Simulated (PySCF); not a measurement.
C3H7BFN, SMILES CC(B(N)F)=C.

The structure is a stationary point at B3LYP-D3(BJ)/def2-SVP. This is a generated structure with no PubChem entry under its InChIKey; it may be hypothetical. The values are those of a single conformer.

Calculation: PBE/def2-TZVP in PySCF.

Gas-phase values at a fixed geometry.

```json
{
 "total_energy": "-297.82762 hartree",
 "point_group": "Cs",
 "highest_occupied_level": "-6.24 eV",
 "lowest_empty_level": "-1.47 eV",
 "orbital_gap": "4.77 eV",
 "dipole_moment": "0.478 e·Å",
 "quadrupole, principal values (traceless, Buckingham form, about the centre of nuclear charge)": "-4.86, -3.43, 8.29 D·Å",
 "mean_static_polarisability": "60.9 bohr³ (9.02 Å³)",
 "polarisability_principal_values": "42.1, 60.5, 80.1 bohr³"
}
```
